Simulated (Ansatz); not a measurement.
Species: C$_{2}$F$_{5}$, net charge 0, doublet state. It need not be the lowest isomer of its formula. 
Structure (B3LYP-D3(BJ)/def2-TZVP (Ansatz, a quantum-chemistry and plane-wave program) minimum search):
```xyz
7

F      1.2952    -1.2614     0.4669
C      0.9165    -0.1563    -0.1484
F      1.6242     0.8916     0.2315
C     -0.5842     0.0717    -0.1605
F     -1.0661     0.2810     1.0801
F     -0.8739     1.1429    -0.9033
F     -1.2010    -0.9977    -0.6692
```
Charge 0, spin multiplicity 2.

Basis-set convergence of Hartree-Fock and CCSD(T) correlation energies (hartree) with Ansatz. Valence correlation only, unless marked. UHF or UKS for open shells. Spin-orbit coupling is left out. Non-relativistic.

| basis | functions | E(HF) | E(corr, CCSD(T)) |
|---|---|---|---|
| cc-pVDZ | 98 | -572.90417 | -1.20207 |
| cc-pVTZ | 210 | ___ | ___ |

Question: Complete the blanks.

Answer: 
- cc-pVTZ, E(HF): -573.10075
- cc-pVTZ, E(corr, CCSD(T)): -1.58331
